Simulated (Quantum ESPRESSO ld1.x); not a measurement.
Values are calculated unless marked as measured or tabulated.
The mean radii <r> (bohr) of the occupied orbitals of an atom or ion are listed with their occupations. Code: ld1.x of Quantum ESPRESSO 7.5. Model: scalar-relativistic Kohn-Sham, LDA (Slater exchange, Perdew-Wang correlation), spin-polarised, spherical densities, point nucleus.

| orbital | occ. | <r> |
|---|---|---|
| 1s up | 1 | 0.03432 |
| 1s down | 1 | 0.03432 |
| 2s up | 1 | 0.1498 |
| 2s down | 1 | 0.1498 |
| 2p up | 3 | 0.1304 |
| 2p down | 3 | 0.1304 |
| 3s up | 1 | 0.4163 |
| 3s down | 1 | 0.4162 |
| 3p up | 3 | 0.4170 |
| 3p down | 3 | 0.4169 |
| 3d up | 5 | 0.3995 |
| 3d down | 5 | 0.3992 |
| 4s up | 1 | 1.059 |
| 4s down | 1 | 1.054 |
| 4p up | 3 | 1.174 |
| 4p down | 3 | 1.170 |
| 4d up | 5 | 1.700 |
| 5s up | 1 | 3.181 |
| 5s down | 1 | 3.461 |

Name the element and its charge. Open shells, if any, are filled with parallel spins first.

Answer. Z = 43, technetium, charge 0: Tc in [Kr] 4d5 5s2. The 1s radius gives Z: for a bare nucleus <r> = (2 gamma + 1)/(2Z) with gamma = sqrt(1 - (Z/c)^2), 0.03371 bohr for Z = 43, and screening makes it slightly larger (0.03432 here). The occupations add up to 43, and the charge is Z minus that.
